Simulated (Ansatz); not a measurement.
```yaml
crystal:
  periodic: [false, false, false]
  atoms:
    - {symbol: La, position_ang: [-0.004738, -0.000005, 0.433142]}
    - {symbol: N, position_ang: [1.365354, -0.004675, 0.026111]}
    - {symbol: Si, position_ang: [2.171164, 0.093331, 1.080516]}
    - {symbol: Si, position_ang: [1.717924, -0.112876, -1.112773]}
    - {symbol: H, position_ang: [2.365092, -0.726535, 1.389099]}
    - {symbol: H, position_ang: [1.140999, 0.102873, 1.520551]}
    - {symbol: H, position_ang: [2.707134, 0.843457, 1.261812]}
    - {symbol: H, position_ang: [2.540441, 0.736012, -1.236705]}
    - {symbol: H, position_ang: [1.159784, -0.226744, -1.739508]}
    - {symbol: H, position_ang: [2.252073, -0.955675, -1.249286]}
    - {symbol: N, position_ang: [-0.790967, 1.181670, -0.008147]}
    - {symbol: Si, position_ang: [-0.994189, 1.861152, 1.029373]}
    - {symbol: Si, position_ang: [-0.885578, 1.762918, -1.162131]}
    - {symbol: H, position_ang: [-0.733218, 2.782617, 1.315788]}
    - {symbol: H, position_ang: [-0.771659, 1.133630, 1.492862]}
    - {symbol: H, position_ang: [-2.198606, 1.895623, 1.037653]}
    - {symbol: H, position_ang: [-1.885554, 1.563032, -1.499124]}
    - {symbol: H, position_ang: [-0.380941, 0.906802, -1.516253]}
    - {symbol: H, position_ang: [-0.376005, 2.707864, -1.131673]}
    - {symbol: N, position_ang: [-0.804423, -1.186459, 0.024488]}
    - {symbol: Si, position_ang: [-1.067029, -1.700901, -0.959546]}
    - {symbol: Si, position_ang: [-0.909484, -1.633730, 0.926914]}
    - {symbol: H, position_ang: [-0.601718, -2.229251, -1.215958]}
    - {symbol: H, position_ang: [-0.710030, -0.927579, -1.496997]}
    - {symbol: H, position_ang: [-2.104585, -1.806611, -1.107175]}
    - {symbol: H, position_ang: [-2.078591, -1.696504, 1.351295]}
    - {symbol: H, position_ang: [-0.541802, -1.015826, 1.776137]}
    - {symbol: H, position_ang: [-0.583393, -2.820302, 1.117105]}
basis:
  gaussian: {orbitals: def2-SVP, final_grid: {core_spheres: 20, valence_spheres: 16, degree: 47}}
total_charge: 1
magnetization: {spin_polarized: true, initial_magnetization: 1}
hamiltonian: {xc: {name: wB97X-V}}
scf: {omitted_lower_state_checks: [starts]}
output: {forces: true}
```

```sh
$ ansatz run in.yaml --threads 4 --pin off --events-out ev --progress --plain --max-ram 6963MiB
```

Q: Does this run fit into the memory that it is given?

A: No. It has 272 basis functions, and the program plans for 7 GiB where 7 GiB are given.
